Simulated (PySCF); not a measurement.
Radial density of P (phosphorus, neutral)

M06-2X, [Ne] 3s2 3p3, high-spin 4S determinant. All numbers are calculated (PySCF 2.14, the non-relativistic Hamiltonian (point nucleus), in pcseg-2 (5s4p2d1f, 34 functions)).

```csv
r (bohr),4πr²ρ (e/bohr),4πr²(ρα − ρβ)
0.00223,0.1286,0.0000
0.00376,0.3467,0.0001
0.00632,0.9092,0.0002
0.0106,2.259,0.0006
0.0179,5.147,0.0014
0.0301,10.12,0.0034
0.0506,15.62,0.0097
0.0851,16.54,0.0356
0.143,11.83,0.1221
0.241,12.61,0.2633
0.405,15.76,0.2013
0.681,7.257,0.0045
1.15,2.295,0.7700
1.93,2.508,1.4349
3.24,0.7650,0.5395
5.45,0.04556,0.0409
9.17,4.886e-05,0.0000
```
